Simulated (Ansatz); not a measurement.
Correlation energies of C5H4F6, SMILES `F[C@@H]1[C@@H](F)[C@H](F)C(F)(F)[C@@H]1F` by basis set

```csv
atom,x (Å),y (Å),z (Å)
F1,-0.4646,0.0476,-2.3759
C2,0.2551,0.2775,-1.2279
C3,0.5984,-1.0383,-0.5095
F4,1.9454,-1.0899,-0.2646
C5,-0.1701,-0.9695,0.8089
F6,0.3817,-1.7056,1.8026
C7,-0.2384,0.5218,1.1221
F8,0.9410,0.9741,1.5850
F9,-1.1781,0.8164,2.0424
C10,-0.5446,1.1287,-0.2480
F11,-0.2246,2.4507,-0.3118
H12,1.1874,0.7850,-1.4897
H13,0.3243,-1.9022,-1.1181
H14,-1.1982,-1.3116,0.6358
H15,-1.6147,1.0152,-0.4513
```

The species carries charge 0 and has multiplicity 1. Geometry: relaxed with PBE0-D4/def2-TZVP. Frozen core, restricted reference, Ansatz 0.2.0. CBS rows extrapolate triple and quadruple zeta; past MP2 they add the triple-zeta difference.

| basis | HF (Eh) | MP2 corr. | CCSD corr. | (T) | CCSD(T) total |
| --- | --- | --- | --- | --- | --- |
| def2-SVP | ? | ? | -1.80191 | -0.04194 | ? |
| def2-TZVPP | -788.61367 | ? | -2.31027 | ? | ? |
| def2-QZVPP | -788.64672 | -2.47905 | – | – | – |
| CBS(def2) | -788.65128 | -2.62561 | -2.65468 | as TZ | -791.38647 |

Problem. Fill in the withheld values. (Best estimate.)

Solution. The calculation gave: def2-SVP HF (Eh): -787.64427; def2-SVP MP2 corr.: -1.74994; def2-SVP CCSD(T) total: -789.48812; def2-TZVPP MP2 corr.: -2.28119; def2-TZVPP (T): -0.08051; def2-TZVPP CCSD(T) total: -791.00445.
